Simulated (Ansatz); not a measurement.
CH7AlB2Si. Charge 0, multiplicity 1. The bonds changed during the relaxation, so this is another structure than the one it started from. The geometry is a stationary point of PBE0-D4/def2-TZVP. It is one conformer, not always the lowest.

```xyz
12

Si   -1.485   -1.909   -0.071
B    -0.080   -0.522    0.108
B     0.691    0.428   -0.878
C     1.412    1.697   -0.935
Al    0.493    1.280    0.968
H    -0.914   -3.285   -0.157
H    -2.430   -1.914    1.084
H    -2.294   -1.692   -1.304
H     0.553   -0.590    1.203
H     0.906    2.647   -1.133
H     2.473    1.747   -1.171
H     0.676    2.113    2.286
```

Question: What is the dipole moment at r2SCAN/def2-TZVPP? (Best estimate.)

Answer: The calculation gave: 3.45 D, with components (1.53, 3.01, 0.72) D in this frame, pointing from negative to positive charge.

Question: And with PBE, B3LYP, ωB97M-V? (Best estimate.)

Answer: Computed: PBE 3.38 D, B3LYP 3.43 D, ωB97M-V 3.57 D.

Question: Give the Mulliken charges with r2SCAN, PBE, B3LYP in def2-TZVPP. (Best estimate.)

Answer: The calculation gave: 
| atom | r2SCAN | PBE | B3LYP |
| --- | --- | --- | --- |
| Si1 | 0.19 | 0.07 | 0.14 |
| B2 | -0.12 | -0.03 | -0.01 |
| B3 | 0.16 | 0.10 | 0.13 |
| C4 | -0.33 | -0.29 | -0.35 |
| Al5 | 0.26 | 0.14 | 0.20 |
| H6 | -0.09 | -0.06 | -0.08 |
| H7 | -0.09 | -0.07 | -0.09 |
| H8 | -0.09 | -0.07 | -0.09 |
| H9 | 0.00 | 0.02 | 0.00 |
| H10 | 0.12 | 0.13 | 0.13 |
| H11 | 0.09 | 0.11 | 0.11 |
| H12 | -0.10 | -0.06 | -0.08 |

B3LYP here is the variant with VWN-RPA as its local correlation; programs differ in this.
